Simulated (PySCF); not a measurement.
Compound: C₄H₅BF₂.
SMILES with atom numbers: `[F:1][B:2]([F:3])[C:4]1=[CH:5][CH2:6][CH2:7]1` (hydrogens: H8 on C5; H9, H10 on C6; H11, H12 on C7)

Computed with PBE0-D3(BJ)/def2-SVP geometry optimisation, gas phase in PySCF 2.14.0.

(1) Give the optimised bond lengths and angles.

## Answers

(1) 
| bond | length (bohr) | order |
| --- | --- | --- |
| F1–B2, B2–F3 | 2.500 | single |
| B2–C4 | 2.910 | single |
| C4=C5 | 2.556 | double |
| C5–C6 | 2.840 | single |
| C6–C7 | 2.940 | single |
| C4–C7 | 2.872 | single |
| C5–H8 | 2.069 | single |
| C6–H9, C6–H10 | 2.084 | single |
| C7–H11, C7–H12 | 2.082 | single |

Bonds in one row agree within 0.02 bohr and their mean is given. Orders are formal, as drawn. A selection of angles:
| angle | degrees |
| --- | --- |
| F1–B2–F3 | 116.9 |
| F1–B2–C4 | 121.9 |
| B2–C4–C5 | 132.8 |
| B2–C4–C7 | 134.5 |
| C5–C4–C7 | 92.7 |
| C4–C5–C6 | 95.0 |
| C4–C5–H8 | 132.4 |
| C6–C5–H8 | 132.6 |
| C5–C6–C7 | 85.8 |
| C5–C6–H9 | 115.5 |
| C7–C6–H9 | 115.5 |
| H9–C6–H10 | 108.0 |
| C6–C7–H11 | 115.0 |
| C4–C7–C6 | 86.5 |
| C4–C7–H11 | 115.3 |
| H11–C7–H12 | 108.3 |

Torsions: F1–B2–C4–C5 -1° (synperiplanar); B2–C4–C5–C6 -179° (antiperiplanar); C4–C5–C6–C7 0° (synperiplanar); C5–C6–C7–C4 0° (synperiplanar); B2–C4–C7–C6 179° (antiperiplanar).

B2 (three-coordinate boron) is planar (angles 121.9°, 121.2° and 116.9°, sum 360.0°, 0.00 Å off the plane of its three neighbours). The C–C distances run from 1.353 Å (C4=C5, drawn double) to 1.556 Å (C6–C7, drawn single), a spread of 0.203 Å. The 4-membered ring C4–C5–C6–C7 has internal angles of 85.8° to 95.0° (sum 360°, against 360° for a flat polygon); it is planar, 0.00 Å rms from its mean plane, widest ring torsion 0°. The 7 heavy atoms lie in one plane (0.005 Å rms).

Point group: Cs (every atom within 0.08 Å of its image). PBE0-D3(BJ)/def2-SVP frequencies: not computed here.

Hardware: Arm Neoverse V2, one thread, no GPU, on a shared host. Cost: 46 s, 0.51 GiB resident at most. These figures are those of the optimisation.
